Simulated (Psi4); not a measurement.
H8LiO4 (SMILES [OH2]->[Li+](<-[OH2])(<-[OH2])<-[OH2]), charge +1, singlet, geometry from GFN2-xTB (such geometries of metal compounds can be far from the true shape); B3LYP/STO-3G run with Psi4 1.11.

The Psi4 input:
```
memory 2 GB

molecule mol {
1 1
Li   -0.000000   -0.000000    0.000000
O     1.564741   -0.337639   -0.978859
H     1.817439    0.064813   -1.812666
H     2.295876   -0.912095   -0.741082
O     0.452575    0.320102    1.792566
H     1.152566    0.882117    2.132048
H     0.050019   -0.081047    2.565925
O    -0.874468    1.501844   -0.707354
H    -1.377065    1.561049   -1.522822
H    -0.943360    2.368963   -0.301872
O    -1.142848   -1.484307   -0.106352
H    -2.071378   -1.531070    0.131856
H    -0.924098   -2.352729   -0.451387
}

set {
  basis sto-3g
  reference rks
}

energy('b3lyp')
print_variables()
```

It wrote (shortened):

```
   => Loading Basis Set <=

    Name: STO-3G
    Role: ORBITAL
    Keyword: BASIS

         ---------------------------------------------------------
                                   SCF
               by Justin Turney, Rob Parrish, Andy Simmonett
                          and Daniel G. A. Smith
                              RKS Reference
         ---------------------------------------------------------

  ==> Geometry <==

    Molecular point group: c1
    Full point group: C1

    Geometry (in Angstrom), charge = 1, multiplicity = 1:

       Center              X                  Y                   Z               Mass
    ------------   -----------------  -----------------  -----------------  -----------------
         LI           0.000000012748    -0.000000012748    -0.000000202318     7.016003436600
         O            1.564741012748    -0.337639012748    -0.978859202318    15.994914619570
         H            1.817439012748     0.064812987252    -1.812666202318     1.007825032230
         H            2.295876012748    -0.912095012748    -0.741082202318     1.007825032230
         O            0.452575012748     0.320101987252     1.792565797682    15.994914619570
         H            1.152566012748     0.882116987252     2.132047797682     1.007825032230
         H            0.050019012748    -0.081047012748     2.565924797682     1.007825032230
         O           -0.874467987252     1.501843987252    -0.707354202318    15.994914619570
         H           -1.377064987252     1.561048987252    -1.522822202318     1.007825032230
         H           -0.943359987252     2.368962987252    -0.301872202318     1.007825032230
         O           -1.142847987252    -1.484307012748    -0.106352202318    15.994914619570
         H           -2.071377987252    -1.531070012748     0.131855797682     1.007825032230
         H           -0.924097987252    -2.352729012748    -0.451387202318     1.007825032230

  Running in c1 symmetry.

  Rotational constants: A =      0.09116  B =      0.09055  C =      0.09055 [cm^-1]
  Rotational constants: A =   2732.80173  B =   2714.52948  C =   2714.52886 [MHz]
  Nuclear repulsion =  166.283867170872043

  Charge       = 1
  Multiplicity = 1
  Electrons    = 42
  Nalpha       = 21
  Nbeta        = 21

  ==> Algorithm <==

  SCF Algorithm Type is DF.
  DIIS enabled.
  MOM disabled.
  Fractional occupation disabled.
  Guess Type is SAD.
  Energy threshold   = 1.00e-06
  Density threshold  = 1.00e-06
  Integral threshold = 1.00e-12

  ==> Primary Basis <==

  Basis Set: STO-3G
    Blend: STO-3G
    Number of shells: 23
    Number of basis functions: 33
    Number of Cartesian functions: 33
    Spherical Harmonics?: true
    Max angular momentum: 1

  ==> DFT Potential <==

   => LibXC <=

    Version 7.1.2
    S. Lehtola, C. Steigemann, M. J. T. Oliveira, and M. A. L. Marques,  SoftwareX 7, 1–5 (2018) (10.1016/j.softx.2017.11.002)

   => Composite Functional: B3LYP <=

    B3LYP Hyb-GGA Exchange-Correlation Functional

    P. J. Stephens, F. J. Devlin, C. F. Chabalowski, and M. J. Frisch,  J. Phys. Chem. 98, 11623 (1994) (10.1021/j100096a001)

    Deriv               =              1
    GGA                 =           TRUE
    Meta                =          FALSE

    Exchange Hybrid     =           TRUE
    MP2 Hybrid          =          FALSE

   => Exchange Functionals <=

    0.0800   Slater exchange
    0.7200         Becke 88

   => Exact (HF) Exchange <=

    0.2000               HF

   => Correlation Functionals <=

    0.1900   Vosko, Wilk & Nusair (VWN5_RPA)
    0.8100   Lee, Yang & Parr

   => LibXC Density Thresholds  <==

    XC_HYB_GGA_XC_B3LYP:  1.00E-15

   => Molecular Quadrature <=

    Radial Scheme          =       TREUTLER
    Pruning Scheme         =           NONE
    Nuclear Scheme         =       TREUTLER

    Blocking Scheme        =         OCTREE
    BS radius alpha        =              1
    Pruning alpha          =              1
    Radial Points          =             75
    Spherical Points       =            302
    Total Points           =         280504
    Total Blocks           =           2118
    Max Points             =            256
    Max Functions          =             31
    Weights Tolerance      =       1.00E-15

   => Loading Basis Set <=

    Name: (STO-3G AUX)
    Role: JKFIT
    Keyword: DF_BASIS_SCF

  ==> Integral Setup <==

  SCF_SUBTYPE=INCORE selected. In-core MEM_DF algorithm will be used.
  Using in-core AOs.

  ==> MemDFJK: Density-Fitted J/K Matrices <==

    J tasked:                   Yes
    K tasked:                   Yes
    wK tasked:                   No
    Algorithm:                 Core
    Schwarz Cutoff:           1E-12
    Mask sparsity (%):       1.1019
    Fitting Condition:        1E-10

   => Auxiliary Basis Set <=

  Basis Set: (STO-3G AUX)
    Blend: DEF2-UNIVERSAL-JKFIT
    Number of shells: 165
    Number of basis functions: 503
    Number of Cartesian functions: 592
    Spherical Harmonics?: true
    Max angular momentum: 4

  Minimum eigenvalue in the overlap matrix is 3.2020668542E-01.
  Reciprocal condition number of the overlap matrix is 1.3929199282E-01.
    Using symmetric orthogonalization.

  ==> Pre-Iterations <==

  SCF Guess: Superposition of Atomic Densities via on-the-fly atomic UHF (no occupation information).

   -------------------------
    Irrep   Nso     Nmo
   -------------------------
     A         33      33
   -------------------------
    Total      33      33
   -------------------------

  ==> Iterations <==

                           Total Energy        Delta E     RMS |[F,P]|

   @DF-RKS iter SAD:  -307.13798784679284   -3.07138e+02   0.00000e+00
   @DF-RKS iter   1:  -308.84147577104886   -1.70349e+00   6.90964e-03 DIIS/ADIIS
   @DF-RKS iter   2:  -308.86911036160416   -2.76346e-02   4.73221e-03 DIIS/ADIIS
   @DF-RKS iter   3:  -308.88300157438954   -1.38912e-02   7.23907e-04 DIIS/ADIIS
   @DF-RKS iter   4:  -308.88335211194044   -3.50538e-04   1.59935e-05 DIIS
   @DF-RKS iter   5:  -308.88335232671267   -2.14772e-07   4.13316e-07 DIIS
  Energy and wave function converged.

  ==> Post-Iterations <==

   Electrons on quadrature grid:
      Ntotal   =   42.0000165316 ; deviation = 1.653e-05

    Orbital Energies [Eh]
    ---------------------

    Doubly Occupied:

       1A    -19.124525     2A    -19.124417     3A    -19.124415
       4A    -19.124415     5A     -1.923568     6A     -1.153875
       7A     -1.151878     8A     -1.151818     9A     -1.151817
      10A     -0.659932    11A     -0.657236    12A     -0.657236
      13A     -0.655965    14A     -0.519030    15A     -0.496562
      16A     -0.496452    17A     -0.496452    18A     -0.388256
      19A     -0.383194    20A     -0.383194    21A     -0.377250

    Virtual:

      22A     -0.002908    23A      0.056986    24A      0.056986
      25A      0.059900    26A      0.257573    27A      0.258206
      28A      0.258206    29A      0.260339    30A      0.279476
      31A      0.279477    32A      0.281076    33A      0.323476

    Final Occupation by Irrep:
              A
    DOCC [    21 ]
    NA   [    21 ]
    NB   [    21 ]

  @DF-RKS Final Energy:  -308.88335232671267

   => Energetics <=

    Nuclear Repulsion Energy =            166.2838671708720426
    One-Electron Energy =                -749.2627101233269968
    Two-Electron Energy =                 305.6968899422293475
    DFT Exchange-Correlation Energy =     -31.6013993164871323
    Empirical Dispersion Energy =           0.0000000000000000
    VV10 Nonlocal Energy =                  0.0000000000000000
    Total Energy =                       -308.8833523267126679

Computation Completed

Properties will be evaluated at   0.000000,   0.000000,   0.000000 [a0]

Properties computed using the SCF density matrix

 Multipole Moments:

 ------------------------------------------------------------------------------------
     Multipole            Electronic (a.u.)      Nuclear  (a.u.)        Total (a.u.)
 ------------------------------------------------------------------------------------

 L = 1.  Multiply by 2.5417464519 to convert [e a0] to [Debye]
 Dipole X            :          0.0000005           -0.0000009           -0.0000004
 Dipole Y            :         -0.0000006            0.0000009            0.0000003
 Dipole Z            :          0.0000008           -0.0000013           -0.0000005
 Magnitude           :                                                    0.0000007

 ------------------------------------------------------------------------------------

  Variable Map:
  ----------------------------------------------------------------------------
  "CURRENT ENERGY"              =>    -308.883352326713
  "CURRENT REFERENCE ENERGY"    =>    -308.883352326713
  "DD SOLVATION ENERGY"         =>       0.000000000000
  "DFT FUNCTIONAL TOTAL ENERGY" =>    -308.883352326713
  "DFT TOTAL ENERGY"            =>    -308.883352326713
  "DFT VV10 ENERGY"             =>       0.000000000000
  "DFT XC ENERGY"               =>     -31.601399316487
  "GRID ELECTRONS ALPHA"        =>      21.000008265792
  "GRID ELECTRONS BETA"         =>      21.000008265792
  "GRID ELECTRONS TOTAL"        =>      42.000016531585
  "NUCLEAR REPULSION ENERGY"    =>     166.283867170872
  "ONE-ELECTRON ENERGY"         =>    -749.262710123327
  "PCM POLARIZATION ENERGY"     =>       0.000000000000
  "PE ENERGY"                   =>       0.000000000000
  "SCF ITERATION ENERGY"        =>    -308.883352326713
  "SCF ITERATIONS"              =>       5.000000000000
  "SCF TOTAL ENERGY"            =>    -308.883352326713
  "TWO-ELECTRON ENERGY"         =>     305.696889942229
  "XC GRID RADIAL POINTS"       =>      75.000000000000
  "XC GRID SPHERICAL POINTS"    =>     302.000000000000
  "XC GRID TOTAL POINTS"        =>  280504.000000000000

  Array Variable Map:
  ----------------------------------------------------------------------------
  "CURRENT DIPOLE"              =>      -0.000000384281 ... -0.000000523980 1 by 3
  "SCF DIPOLE"                  =>      -0.000000384281 ... -0.000000523980 1 by 3
  "SCF TOTAL ENERGIES"          =>    -307.137987846793 ... -308.883352326713 1 by 6
```
